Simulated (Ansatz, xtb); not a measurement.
Relative energy of two structures of BClSiZn

Structure I: a triplet given by its coordinates. Structure II: `Cl[B]1[Si][Zn]1`, a singlet. Both are isolated molecules in the gas phase, relaxed with B3LYP/6-31G*.

I (Å):

```xyz
4

B    -0.3471    0.1825   -0.0616
Cl   -1.5584    1.1026   -0.8536
Si    0.8010   -0.9912    0.8327
Zn    1.8658    1.1890    0.1056
```

Close contacts (Å): B1–Cl2 1.71, B1–Si3 1.87, B1–Zn4 2.44, Si3–Zn4 2.53.

II (Å):

```xyz
4

B    -0.2565    0.3011   -0.0916
Cl   -1.6093    1.0670   -0.8515
Si    0.8488   -0.9194    0.8124
Zn    1.7783    1.0343    0.1538
```

**Question.** Which of the two would you expect CCSD(T)/def2-TZVP electronic energies to favour?

**Answer.** Structure II; the calculation gives E(II) − E(I) = −0.488 eV.

Level by level:

```csv
level,geometry,E(II) − E(I) (eV),departure from the last row (eV),"job, with rough time for the two"
B3LYP/6-31G*,B3LYP/6-31G*,−0.595,−0.107,"optimisation, 3.4 min"
HF/def2-TZVP,B3LYP/6-31G*,+0.642,+1.130,part of the CCSD(T) run
MP2/def2-TZVP,B3LYP/6-31G*,−0.720,−0.232,part of the CCSD(T) run
CCSD(T)/def2-TZVP,B3LYP/6-31G*,−0.488,,"single point, 9.5 min"
```

HF/def2-TZVP puts the two in the other order. The largest departure from CCSD(T)/def2-TZVP is that of HF/def2-TZVP, 1.130 eV. Levels run at GFN2-xTB geometries aren't shown.

With harmonic frequencies from B3LYP/6-31G* (ideal gas, rigid rotor, one conformer each, 600 K, 1 atm): the zero-point term adds +0.020 eV; ΔH is −0.485 and ΔG −0.337 eV.

Open shells are spin-unrestricted. The correlated steps freeze 16 core orbitals; the last core shell of Zn is correlated, in a basis made for valence electrons. ΔG holds the spin degeneracy. Run with Ansatz 0.2.0; the last row on 1 thread of AMD EPYC (Zen 3) on a shared host.
